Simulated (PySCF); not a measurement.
Numbering as in the mapped SMILES `[CH3:1][CH:2]([CH3:3])[c:4]1[cH:5][cH:6][cH:7][cH:8][cH:9]1`; H(Xn) means a hydrogen on atom n.

Non-relativistic, single conformer, no solvent, one averaged value for each set of equivalent atoms. NMR shieldings at PBE0/pcSseg-1/GIAO; coordinates at the GFN2-xTB level; PySCF 2.14.0 with density-fitted response routines.

References, each an isolated molecule treated in the same way: TMS for 13C and 1H.

| atoms | nucleus | count | δ (ppm) |
| --- | --- | --- | --- |
| C5/C9 | 13C | 2 | ? |
| H(C1)/H(C3) | 1H | 6 | 1.28 |
| C6/C8 | 13C | 2 | 134.2 |
| C7 | 13C | 1 | 131.6 |
| H(C5)/H(C9) | 1H | 2 | 7.51 |
| H(C7) | 1H | 1 | 7.49 |
| C1/C3 | 13C | 2 | 27.3 |
| H(C2) | 1H | 1 | 2.66 |
| C2 | 13C | 1 | ? |
| C4 | 13C | 1 | ? |
| H(C6)/H(C8) | 1H | 2 | 7.60 |

Q: Complete the table.

A: 
- C4: 155.4 ppm, substituted aromatic carbon
- C5/C9: 131.8 ppm, aromatic CH; the aromatic region
- C2: 40.5 ppm, sp3 CH on an aromatic ring; aliphatic region, no heteroatom directly attached

Shifts are as computed. Against solution values, carbons near 30 ppm lie about +3 ppm off and those near 130 ppm about +5 ppm. Of 1211 compounds with measured shifts, 218 miss one by over three times the rms of a fit or turn the order of signals round; such compounds aren't used in these exercises.
